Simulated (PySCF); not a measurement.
Molecule: C3H8FSi, charge -1, multiplicity 1. It need not be the lowest isomer of its formula. Whether it binds its extra electron was not tested at this geometry. 
Structure (B3LYP-D3(BJ)/def2-TZVP (Ansatz) minimum search):
```
Si
F 1 1.6839
C 1 1.7468 2 121.74
H 3 1.0889 1 121.12 2 77.54
H 3 1.0889 4 113.41 1 156.85
C 1 1.9050 2 98.89 3 -124.88
H 6 1.0929 1 110.98 2 -159.80
H 6 1.0946 7 107.50 1 120.27
H 6 1.0948 7 108.55 8 116.27
C 1 1.9050 2 98.89 6 -110.25
H 10 1.0929 1 110.98 2 159.80
H 10 1.0946 11 107.50 1 -120.27
H 10 1.0948 11 108.55 12 -116.27
```
Charge -1, spin multiplicity 1.

Dispersion corrections to the total energy (kcal/mol) from the dftd3 and dftd4 libraries through PySCF: D3(BJ) without and D4 with the three-body term, each with the damping fitted for the functional named.

```json
[
 {"functional": "B3LYP", "D3(BJ)": "-10.68", "D4": "-11.10"},
 {"functional": "revPBE", "D3(BJ)": "…", "D4": "-21.32"},
 {"functional": "CAM-B3LYP", "D3(BJ)": "-4.91", "D4": "-5.95"},
 {"functional": "HSE06", "D3(BJ)": "-4.14", "D4": "-5.48"},
 {"functional": "PW6B95", "D3(BJ)": "-3.20", "D4": "…"},
 {"functional": "HF", "D3(BJ)": "-46.38", "D4": "-24.13"},
 {"functional": "LC-wPBE", "D3(BJ)": "…", "D4": "-7.71"}
]
```

What belongs in the gaps?


- revPBE, D3(BJ): -15.11
- PW6B95, D4: -6.00
- LC-wPBE, D3(BJ): -5.87
